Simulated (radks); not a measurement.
Q: Pm, configuration [Xe] 4f5 6s2. Method: Dirac Kohn-Sham, RPBE, spin-unpolarised, spherical densities, finite nucleus; open shells fill j = l - 1/2 first; Fermi nuclear charge, rms radius 4.962 fm; computed with a radial shooting solver on a logarithmic mesh with Libxc functionals. Some entries of the table are withheld. Estimate them.

| orbital | occ. | eigenvalue (hartree) | <r> (bohr) |
|---|---|---|---|
| 1s1/2 | 2 | -1652.842 | (1) |
| 2s1/2 | 2 | -268.6032 | 0.09845 |
| 2p1/2 | 2 | -254.3481 | 0.08245 |
| 2p3/2 | 4 | -233.7622 | 0.08897 |
| 3s1/2 | 2 | -58.56366 | 0.2601 |
| 3p1/2 | 2 | -52.45405 | (2) |
| 3p3/2 | 4 | -48.31405 | (3) |
| 3d3/2 | 4 | -37.70406 | (4) |
| 3d5/2 | 6 | -36.80689 | (5) |
| 4s1/2 | 2 | -11.63953 | 0.5929 |
| 4p1/2 | 2 | -9.31511 | 0.6082 |
| 4p3/2 | 4 | -8.41295 | 0.6367 |
| 4d3/2 | 4 | -4.59203 | 0.6826 |
| 4d5/2 | 6 | -4.43171 | 0.6928 |
| 5s1/2 | 2 | (6) | 1.442 |
| 5p1/2 | 2 | -0.91547 | 1.630 |
| 5p3/2 | 4 | -0.79590 | 1.724 |
| 6s1/2 | 2 | -0.12797 | 4.426 |
| 4f5/2 | 5 | -0.08185 | 1.063 |
| 5d3/2 | 0 | (7) | 3.295 |
| 4f7/2 | 0 | -0.06474 | 1.088 |
| 5d5/2 | 0 | (8) | 3.426 |
| 6p1/2 | 0 | -0.04958 | 5.994 |
| 6p3/2 | 0 | -0.04356 | 6.333 |

A: 
(1) 1s1/2 <r> (bohr): 0.02318
(2) 3p1/2 <r> (bohr): 0.2498
(3) 3p3/2 <r> (bohr): 0.2624
(4) 3d3/2 <r> (bohr): 0.2339
(5) 3d5/2 <r> (bohr): 0.2378
(6) 5s1/2 eigenvalue (hartree): -1.53408
(7) 5d3/2 eigenvalue (hartree): -0.06788
(8) 5d5/2 eigenvalue (hartree): -0.06158
